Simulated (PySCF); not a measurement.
SMILES OB([SiH3])[SiH3] (PBE0/def2-SVP optimised geometry):

```
11

B     -1.167     0.155    -1.610
O     -1.982     0.736    -2.519
H     -2.177     1.664    -2.337
Si    -0.435     1.184     0.000
H      1.063     1.184     0.000
H     -0.885     0.555     1.283
H     -0.898     2.615     0.000
Si    -0.687    -1.805    -1.908
H     -1.063    -2.615    -0.703
H      0.798    -1.944    -2.073
H     -1.353    -2.404    -3.107
```

Method: PBE0/def2-TZVP run with PySCF.

### Question
What are the frontier orbital energies and the dipole moment?

### Answer
HOMO-2 -9.50 eV, HOMO-1 -9.45 eV, HOMO -7.30 eV, LUMO -1.63 eV, LUMO+1 -0.10 eV; dipole moment 1.77 D.

On the same geometry PBE/def2-TZVP (PySCF 2.14.0) gives HOMO-2 -8.18 eV, HOMO-1 -8.12 eV, HOMO -6.15 eV, LUMO -2.56 eV, LUMO+1 -0.94 eV; dipole moment 1.78 D.

Meta-Löwdin charges at PBE0/def2-TZVP: B1 -0.02, O2 -0.44, H3 0.36, Si4 0.26, H5 -0.07, H6 -0.07, H7 -0.09, Si8 0.29, H9 -0.08, H10 -0.07, H11 -0.07.
